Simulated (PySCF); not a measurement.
## IO₂: from structure and modes to constants

These are results of PySCF, UB3LYP, basis I def2-TZVP with ECP28, O def2-TZVP (scalar-relativistic core potentials, no spin–orbit coupling, density fitting), not measurements.

The doublet minimum has C2v symmetry. Masses (u): I 126.90447, O 15.99492.

```xyz
3
charge 0 multiplicity 2, angstrom
I     0.1033    0.1823    0.0000
O    -0.4084   -0.7205    1.4825
O    -0.4084   -0.7205   -1.4825
```

Harmonic wavenumbers (cm⁻¹): 270.0 (a1, ×1), 794.9 (a1, ×1), 812.0 (b2, ×1).

**Question.** What is the harmonic zero-point energy?

**Answer.** Half the sum of all 3 wavenumbers, 1877/2 = 938 cm⁻¹, which is 11.2 kJ/mol (1 cm⁻¹ = 0.0119627 kJ/mol).

**Question.** Give the standard entropy (298.15 K, 1 bar) by its translational, rotational, vibrational and spin parts, and Cp.

**Answer.** Sackur–Tetrode with M = 158.89 u gives 172.1; rotation with symmetry number 2 gives 93.3; vibration 8.4; spin R ln 2 = 5.8. The total is 279.5 J/(mol K), and Cp = 4 R + 12.6 = 45.9 J/(mol K).

Other isomers or separated fragments may lie lower. With an element this heavy the missing spin–orbit coupling can shift these numbers.
